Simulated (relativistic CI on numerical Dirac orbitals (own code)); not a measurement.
V I: q coefficients and field-shift factors

Method of calculation: Dirac-Coulomb-Breit CI, orbitals from a KLI potential per configuration, valence Slater integrals scaled by 0.85, P86 correlation energy added to each configuration, derivatives by finite differences, QED left out (own radial code, finite nucleus).

CI space (outside the closed core [Ar]): 3d³4s², 3d⁴4s, 3d⁴4p, 3d³4s4p, 3d⁵, 3d³4s5s, 3d²4s²4p, 3d³4p², 3d²4p³. Double excitations out of closed p, d and f shells are left out; levels of such configurations are missing from the list, as are those of other unlisted configurations, and high levels can miss mixing partners.

With x = (α/α₀)² − 1 an excitation energy changes as ω = ω₀ + qx; K = 2q/ω₀ is the relative enhancement. Terms are leading LS components, so labels can repeat. The field-shift factor is F = δν/δ⟨r²⟩ for the transition from the lowest level.

Lowest level 3d³4s² ⁴F3/2.

| Level | ω₀ (cm⁻¹) | q (cm⁻¹) | K | F (GHz/fm²) |
| --- | --- | --- | --- | --- |
| 3d³4s² ⁴F5/2 | 130.8 | 130.4 | 1.99 | 0.000925 |
| 3d³4s² ⁴F7/2 | 308.8 | 305 | 1.98 | 0.00216 |
| 3d³4s² ⁴F9/2 | 530.0 | 517.5 | 1.95 | 0.00367 |
| 3d⁴4s ⁶D1/2 | 5523.6 | 1428 | 0.517 | -0.584 |
| 3d⁴4s ⁶D3/2 | 5562.6 | 1466 | 0.527 | -0.584 |
| 3d⁴4s ⁶D5/2 | 5626.6 | 1529 | 0.544 | -0.583 |
| 3d⁴4s ⁶D7/2 | 5714.6 | 1615 | 0.565 | -0.583 |
| 3d⁴4s ⁶D9/2 | 5824.9 | 1721 | 0.591 | -0.582 |
| 3d³4s² ⁴P1/2 | 10540.3 | 58.15 | 0.011 | 0.0432 |
| 3d³4s² ⁴P3/2 | 10620.9 | 123.8 | 0.0233 | 0.0441 |
| 3d³4s² ⁴P5/2 | 10789.2 | 303.7 | 0.0563 | 0.0459 |
| 3d³4s² ²G7/2 | 11185.1 | 68.73 | 0.0123 | 0.0492 |
| 3d³4s² ²G9/2 | 11379.6 | 246.3 | 0.0433 | 0.0504 |
| 3d³4s4p ⁶G°3/2 | 13183.5 | 143.9 | 0.0218 | -0.194 |
| 3d³4s4p ⁶G°5/2 | 13265.1 | 225.9 | 0.0341 | -0.194 |
| 3d³4s4p ⁶G°7/2 | 13378.7 | 339.4 | 0.0507 | -0.193 |
| 3d⁴4s ⁴D1/2 | 13419.3 | 1703 | 0.254 | -0.747 |
| 3d⁴4s ⁴D3/2 | 13482.3 | 1767 | 0.262 | -0.747 |
| 3d³4s4p ⁶G°9/2 | 13523.4 | 483.4 | 0.0715 | -0.192 |
| 3d⁴4s ⁴D5/2 | 13584.1 | 1868 | 0.275 | -0.746 |
| 3d³4s4p ⁶G°11/2 | 13698.4 | 656.5 | 0.0959 | -0.191 |
| 3d⁴4s ⁴D7/2 | 13721.7 | 2001 | 0.292 | -0.745 |
| 3d³4s4p ⁶G°13/2 | 13902.7 | 857.2 | 0.123 | -0.19 |

Correlation outside the listed configurations is missing or only estimated: errors of thousands of cm⁻¹ between configurations and terms are usual at this charge. Rates and lifetimes follow the computed energies and can be off by large factors. The fine structure of a lone outer electron comes out too small, for d and f at times inverted, and misplaced configurations move strength between like terms.
